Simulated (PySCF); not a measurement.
# `InChI=1S/C4H8P2.Ga.3H/c1-2-4-3-6(4)5;;;;/h2,4H,1,3,5H2;;;;/t4-,6-;;;;/m1..../s1`

Geometry:
```csv
atom,x (Å),y (Å),z (Å)
C1,-2.655,0.208,-0.826
C2,-1.630,0.102,0.006
C3,-0.554,-0.882,-0.149
C4,0.243,-1.315,1.043
P5,1.196,-0.229,-0.084
P6,2.186,-1.655,-1.382
Ga7,0.873,2.193,0.665
H8,-3.431,0.938,-0.678
H9,-2.757,-0.438,-1.684
H10,-1.542,0.762,0.867
H11,-0.722,-1.631,-0.921
H12,0.542,-2.354,1.106
H13,-0.021,-0.862,1.994
H14,3.463,-1.313,-0.935
H15,2.258,-0.750,-2.443
H16,-0.138,2.676,-0.404
H17,2.327,2.720,0.560
H18,0.354,1.836,2.087
```

The calculation used GIAO BLYP/pcSseg-1 magnetisability, rotational g tensor and spin-rotation constants, non-relativistic, gas phase (PySCF 2.14.0). Geometry: GFN2-xTB.

The calculation is non-relativistic, which matters for the atoms heavier than Zn.

Question: Give the nuclear spin-rotation constants along the inertial axes (H = +C I·J) beside the isotropic shieldings.

Answer: Rotational constants 1.2557, 0.8459, 0.5831 GHz. A star marks the isotopologue with that one atom substituted, in its own axes.
```tsv
atom	isotope	Caa (kHz)	Cbb (kHz)	Ccc (kHz)	mean (kHz)	σ (ppm)
P5	31P	0.401	1.231	0.831	0.821	528.6
P6	31P	1.266	1.078	0.750	1.031	478.8
Ga7	69Ga	2.097	1.608	1.072	1.593	1407.2
H8	1H	0.047	-0.046	-0.062	-0.021	26.3
H9	1H	0.033	-0.077	-0.035	-0.026	26.2
H10	1H	0.040	-0.073	-0.036	-0.023	25.7
H11	1H	-0.020	-0.068	-0.057	-0.048	29.6
H12	1H	-0.021	-0.096	-0.043	-0.053	30.1
H13	1H	-0.069	-0.097	-0.022	-0.062	30.3
H14	1H	-0.140	0.022	-0.060	-0.059	28.9
H15	1H	-0.129	-0.094	0.014	-0.069	28.9
H16	1H	-0.091	-0.033	-0.006	-0.043	27.2
H17	1H	-0.095	0.026	-0.045	-0.038	27.3
H18	1H	-0.096	-0.055	0.006	-0.048	27.6
C1	13C*	0.559	0.219	0.132	0.303	56.2
C2	13C*	0.628	0.248	0.152	0.343	30.6
C3	13C*	0.152	0.180	0.130	0.154	139.8
C4	13C*	0.156	0.137	0.129	0.141	150.5
```
For the geometry as given, no vibrational averaging.
